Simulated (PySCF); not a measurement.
1-bromo-1-fluoropropa-1,2-diene (C3H2BrF), SMILES C=C=C(F)Br. Geometry: PBE-D3(BJ)/def2-SVP.

Computed equilibrium geometry at PBE-D3(BJ)/def2-SVP (PySCF confirms it by a frequency run) as Cartesian coordinates in Å, and its point group:
point group Cs.
```xyz
7

C     -0.8276    -2.7939     0.0000
C     -0.1414    -1.6698     0.0000
C      0.5243    -0.5349     0.0000
F      1.8594    -0.4397     0.0000
Br    -0.3374     1.1579     0.0000
H     -1.1287    -3.2891    -0.9415
H     -1.1287    -3.2891     0.9415
```
Charge 0, spin multiplicity 1.
